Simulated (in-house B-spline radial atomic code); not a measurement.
The numbers below are computed, except where a source is named.
## C6 from the polarisability at imaginary frequency: N IV (N3+)

BHandHLYP linear response of the closed shell [He] 2s2, from an all-electron radial atomic-structure program (B-spline basis); scalar-relativistic (spin-free one-electron X2C), finite nucleus, no spin-orbit coupling.

The dispersion coefficient of two like species is C6 = (3/π) ∫ α(iu)² du from 0 to ∞.

```
u (hartree)  α(iu) (bohr³)
          0          2.176
       0.24          1.849
       0.56          1.139
       0.96         0.6382
        1.6         0.3281
        2.4         0.1861
        3.6         0.1023
        5.6        0.05175
          8        0.02948
         12        0.01552
         20        0.00684
         40       0.002097
```

Question: Fit one oscillator, α(iu) = α(0)/(1 + u²/ω²), through u = 0.96 and estimate C6.

Answer: From α(0)/α(iu) − 1 = 2.176/0.6382 − 1 = 2.4096, ω = u/√2.4096 = 0.6184 hartree (16.8 eV). London's formula gives C6 = (3/4) α(0)² ω = 0.75 × 2.176² × 0.6184 = 2.196 hartree·bohr⁶, and the oscillator holds f = α(0) ω² = 0.83 electrons, of a sum of oscillator strengths of 4.0.

Question: How does that compare with the full integral?

Answer: The program's quadrature over all excitations gives C6 = 2.161, so the single oscillator is off by +1.6 %. At the last point the fit gives α = 0.00052 against 0.0021: higher excitations, and deeper shells where there are any, keep the true curve higher at large u.
